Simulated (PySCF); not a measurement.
# Reading the logs of faulty runs: AlBFH2N

All numbers below are calculated, not measured. The program is PySCF 2.14.0, an open-source quantum chemistry code, run on an isolated molecule that a program drew, which may never have been made. The molecule is AlBFH2N (charge 0, singlet), drawn as the SMILES string `B=[N][AlH][F]`.

Each row is a Hartree-Fock (HF) and frozen-core CCSD(T) single point in the cc-pV(D+d)Z basis, meant for a local HF minimum. Run 1 is clean. Each other run has one planted mistake out of seven kinds, and not every kind appears here: one electron removed, one electron added, multiplicity raised by two, geometry at a saddle point, minimal basis STO-3G, one bond length entered in bohr, all coordinates scaled. The reference is restricted for singlets and unrestricted otherwise, and also for a bond in bohr. Adding or removing an electron swaps singlet and doublet. Electrons count all cores. HOMO and LUMO are orbital energies over both spins, the gradient is its largest component, and the lowest frequency (negative if imaginary) is given only where the gradient is small. Bond lengths are over the 5 bonds as drawn. T1 is the CCSD diagnostic: over 0.02 (restricted) or 0.045 (unrestricted) a single reference is doubtful.

Geometry of the clean run:
```xyz
6
AlBFH2N, angstrom
B    -2.0947   -0.0752    2.0876
N    -2.0266    0.1057    0.8548
Al   -1.9203    0.3661   -0.8779
F    -0.5833    1.1206   -1.4908
H    -2.1624   -0.2468    3.2452
H    -3.0166   -0.0702   -1.8995
```

```
run,electrons,basis functions,<S^2>,HOMO (eV),LUMO (eV),gradient (hartree/bohr),lowest frequency (cm^-1),mean bond (Å),longest bond (Å),T1,HF (hartree),CCSD(T) (hartree),mistake
1,36,75,0.000,-11.72,2.01,3.3e-05,115,1.4778,1.755,0.0165,-421.79576,-422.31422,no fault
2,37,75,0.810,1.23,7.86,2.3e-02,-,1.4778,1.755,0.0217,-421.73536,-422.27239,one electron added
3,36,75,2.017,-5.40,-0.63,2.2e-01,-,1.4778,1.755,0.0306,-421.60702,-422.08665,multiplicity raised by two
4,35,75,0.757,-17.89,-8.22,1.1e-01,-,1.4778,1.755,0.0264,-421.44022,-421.90651,?
```

**Which mistake was planted in run 4, and what did it cost?**

It counts 35 electrons, one fewer than the clean run, at the same geometry and basis. So the mistake is: one electron removed. Subtracting run 1 and multiplying by 627.51 kcal/mol a hartree, the energy moved by 223.1 kcal/mol in HF and 255.8 kcal/mol in CCSD(T).

Cautions from the logs. Run 2: the HOMO is above zero, so the electron isn't bound and the energy depends on the basis.
